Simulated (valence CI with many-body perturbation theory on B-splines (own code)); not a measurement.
## Forbidden lines of Lu XXII

Calculated by configuration interaction combined with many-body perturbation theory (CI+MBPT): four valence electrons over a frozen Dirac-Fock core [Kr] 4d10, a basis of 8 s, 8 p, 9 d, 9 f, 6 g, 3 h, 2 i functions for each j, with the one-electron correlation potential Σ1, the two-electron term Σ2, the three-electron term Σ3, Breit, model QED; selected CI, second order for the rest (own B-spline code, finite nucleus).

No measured spectrum was set against this ion. As an estimate, terms of the open shell hold to a few per cent of their energy, and close levels can change places. Core correlation moves these levels by up to 3200 cm⁻¹, and in measured spectra 5 to 20 % of such shifts remained as error; rates that hang on mixing are uncertain with them. Only levels of the ground parity were solved; by the run's estimate the other parity begins above the list, which can be wrong where configurations are misplaced.

Lines 51 to 100 of 120 in falling wavelength, among levels below 14.016 eV, chosen from the decays that carry over 1 % of a level's rate. Wavelengths and rates use the calculated energies, so an error of 2000 cm⁻¹ moves a line at 4604 Å by 9.2 % and its rate by three times that or more. Electric multipoles are in the length gauge, E1 and E2 with the static RPA response of the core. S is in atomic units (e²a₀⁴ for E2 and M2, e²a₀⁶ for E3), for M1 in squared Bohr magnetons. Weak lines are less certain than strong ones. Lines between different terms over intervals too small for the method are left out, as are lines whose strength nearly cancels. Where a level lies close to another of its J and parity, the split of strength between their lines is uncertain.

Names give the largest LS component (configuration and term), which can be under half, so a name can repeat, a term be missing and a line seem to break the LS rules; names also repeat where a configuration has a term twice. Letters in brackets count levels of one name in rising energy.

```tsv
λ vac (Å)	Upper	Lower	Type	A (s⁻¹)	S (a.u.)
4604	4f⁴ ⁵F_5 [b]	4f⁴ ³G_4 [a]	M1	1.57e+01	6.26e-01
4582	4f⁴ ³D_3	4f⁴ ⁵F_4	M1	3.14e+01	7.84e-01
4540	4f⁴ ³F_4 [a]	4f⁴ ⁵F_4	M1	3.26e+01	1.02e+00
4442	4f⁴ ³F_4 [a]	4f⁴ ⁵F_5 [a]	M1	6.60e+01	1.93e+00
4345	4f⁴ ³K_8	4f⁴ ³L_7 [a]	M1	2.93e+01	1.51e+00
4326	4f⁴ ³L_7 [a]	4f⁴ ⁵I_7	M1	6.77e+01	3.05e+00
4289	4f⁴ ³L_7 [b]	4f⁴ ³K_6 [a]	M1	1.72e+02	7.53e+00
4271	4f⁴ ³P_1	4f⁴ ⁵S_2	M1	1.07e+02	9.29e-01
4249	4f⁴ ³I_5	4f⁴ ⁵F_5 [a]	M1	2.11e+01	6.59e-01
4065	4f⁴ ¹D_2 [a]	4f⁴ ⁵G_2	M1	1.07e+01	1.33e-01
3960	4f⁴ ³D_3	4f⁴ ⁵G_3	M1	2.41e+01	3.88e-01
3929	4f⁴ ³F_4 [a]	4f⁴ ⁵G_3	M1	6.08e+00	1.23e-01
3814	4f⁴ ¹D_2 [a]	4f⁴ ⁵S_2	M1	8.36e+01	8.60e-01
3743	4f⁴ ³H_6	4f⁴ ⁵F_5 [a]	M1	4.95e+00	1.25e-01
3715	4f⁴ ³D_2	4f⁴ ⁵F_1	M1	7.85e+01	7.46e-01
3685	4f⁴ ³I_5	4f⁴ ³K_6 [a]	M1	1.29e+01	2.63e-01
3675	4f⁴ ³K_6 [a]	4f⁴ ⁵I_6	M1	4.27e+01	1.02e+00
3632	4f⁴ ³M_8	4f⁴ ⁵I_7	M1	4.78e+01	1.44e+00
3630	4f⁴ ³D_3	4f⁴ ⁵G_2	M1	5.44e+00	6.75e-02
3557	4f⁴ ³G_4 [a]	4f⁴ ⁵I_5	M1	3.66e+01	5.50e-01
3479	4f⁴ ³D_2	4f⁴ ⁵F_2	M1	4.96e+00	3.87e-02
3445	4f⁴ ³G_3 [a]	4f⁴ ⁵F_2	M1	5.35e+00	5.67e-02
3434	4f⁴ ¹D_2 [a]	4f⁴ ⁵F_3	M1	8.79e+00	6.60e-02
3429	4f⁴ ³D_3	4f⁴ ⁵S_2	M1	1.79e+01	1.87e-01
3298	4f⁴ ³H_6	4f⁴ ³K_6 [a]	M1	1.08e+01	1.86e-01
3245	4f⁴ ⁵F_5 [a]	4f⁴ ⁵I_6	M1	2.38e+01	3.31e-01
3245	4f⁴ ³L_7 [a]	4f⁴ ⁵I_6	M1	1.18e+02	2.25e+00
3142	4f⁴ ³P_1	4f⁴ ⁵F_1	M1	8.85e+01	3.05e-01
3132	4f⁴ ⁵F_2	4f⁴ ⁵I_4	E2	9.63e-03	1.30e-02
3098	4f⁴ ³F_4 [a]	4f⁴ ⁵F_3	M1	3.45e+01	3.43e-01
2964	4f⁴ ³D_3	4f⁴ ³G_4 [a]	M1	1.31e+01	8.87e-02
2946	4f⁴ ³F_4 [a]	4f⁴ ³G_4 [a]	M1	6.80e+01	5.81e-01
2888	4f⁴ ¹D_2 [a]	4f⁴ ⁵F_1	M1	8.59e+01	3.83e-01
2860	4f⁴ ³I_5	4f⁴ ³G_4 [a]	M1	4.78e+01	4.56e-01
2783	4f⁴ ³K_6 [a]	4f⁴ ⁵I_5	M1	1.62e+02	1.69e+00
2743	4f⁴ ¹D_2 [a]	4f⁴ ⁵F_2	M1	9.85e+00	3.77e-02
2697	4f⁴ ³P_0	4f⁴ ⁵F_1	M1	2.18e+01	1.58e-02
2660	4f⁴ ³G_4 [a]	4f⁴ ⁵I_4	M1	1.35e+02	8.47e-01
2658	4f⁴ ³M_9	4f⁴ ⁵I_8	M1	3.40e+01	4.49e-01
2547	4f⁴ ⁵F_3	4f⁴ ⁵I_4	M1	3.87e+00	1.66e-02
2547	4f⁴ ³K_8	4f⁴ ⁵I_8	M1	4.76e+01	4.96e-01
2538	4f⁴ ³D_3	4f⁴ ⁵F_2	M1	2.28e+00	9.66e-03
2529	4f⁴ ⁵F_5 [a]	4f⁴ ⁵I_5	M1	2.89e+01	1.91e-01
2498	4f⁴ ⁵F_4	4f⁴ ⁵I_5	M1	4.08e+01	2.13e-01
2438	4f⁴ ⁵D_0	4f⁴ ⁵F_1	M1	1.39e+01	7.47e-03
2432	4f⁴ ⁵F_5 [b]	4f⁴ ⁵I_6	M1	6.30e+01	3.70e-01
2335	4f⁴ ³L_7 [b]	4f⁴ ⁵I_7	M1	2.31e+01	1.63e-01
2334	4f⁴ ⁵D_0	4f⁴ ⁵F_2	E2	5.13e-01	3.17e-02
2314	4f⁴ ⁵G_6	4f⁴ ⁵I_7	M1	4.32e+01	2.58e-01
2312	4f⁴ ³L_8	4f⁴ ⁵I_7	M1	4.65e+00	3.62e-02
```
